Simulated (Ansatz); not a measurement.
This geometry of C4H13NSi (19 atoms, charge 0, multiplicity 1) is a first-order saddle point.

Level of theory: Ansatz, RKS BLYP/STO-3G.

```xyz
19
Properties=species:S:1:pos:R:3
C -1.823 -2.144 -0.290
Si -0.098 -1.563 0.230
C 0.183 0.276 -0.213
C -0.826 1.247 0.543
C 1.701 0.686 0.050
N 2.137 2.085 -0.433
H -1.971 -3.209 -0.032
H -2.619 -1.564 0.212
H -1.972 -2.041 -1.380
H 0.908 -2.374 -0.444
H 0.061 -1.737 1.669
H 0.011 0.389 -1.307
H -0.278 1.990 1.160
H -1.508 0.700 1.226
H -1.455 1.808 -0.176
H 1.919 0.638 1.143
H 2.369 -0.045 -0.462
H 1.415 2.745 0.020
H 1.804 2.109 -1.459
```

Q: Which two structures does it join? (They come from a converged band through this point; their orientation in space is the band's.)

A: No bond is made or broken. The dihedral Si2–C3–C4–H14 goes from -59 to 62°. The two ends are copies of one structure, up to a mirror image or an exchange of like atoms.

Image 0:

```xyz
19
Properties=species:S:1:pos:R:3
C -1.807 -2.169 -0.206
Si -0.080 -1.555 0.261
C 0.178 0.276 -0.233
C -0.822 1.233 0.520
C 1.692 0.712 0.005
N 2.109 2.110 -0.501
H -1.928 -3.238 0.049
H -2.597 -1.609 0.326
H -1.994 -2.062 -1.290
H 0.920 -2.370 -0.416
H 0.114 -1.695 1.698
H -0.023 0.371 -1.325
H -0.671 1.184 1.618
H -1.874 0.956 0.304
H -0.685 2.289 0.205
H 1.924 0.683 1.095
H 2.364 -0.017 -0.505
H 1.397 2.770 -0.032
H 1.743 2.124 -1.516
```

Image 6:

```xyz
19
Properties=species:S:1:pos:R:3
C -1.826 -2.144 -0.302
Si -0.113 -1.554 0.242
C 0.181 0.280 -0.217
C -0.811 1.239 0.545
C 1.700 0.687 0.044
N 2.145 2.086 -0.434
H -1.972 -3.210 -0.050
H -2.632 -1.572 0.194
H -1.963 -2.037 -1.394
H 0.905 -2.370 -0.407
H 0.023 -1.715 1.683
H -0.006 0.399 -1.309
H -0.659 2.298 0.246
H -0.665 1.172 1.643
H -1.865 0.978 0.321
H 1.919 0.636 1.136
H 2.366 -0.045 -0.470
H 1.439 2.749 0.038
H 1.792 2.121 -1.453
```

Q: How far does it lie above each of them?

A: 11.1 kJ/mol above the first and 11.1 kJ/mol above the second. This is the barrier of this one path; another mechanism may lie lower. Limits of this set-up: minimal basis.

Run time: 2.2 min on 1 thread of Arm Neoverse V1, on a shared host, peak memory 0.11 GiB.
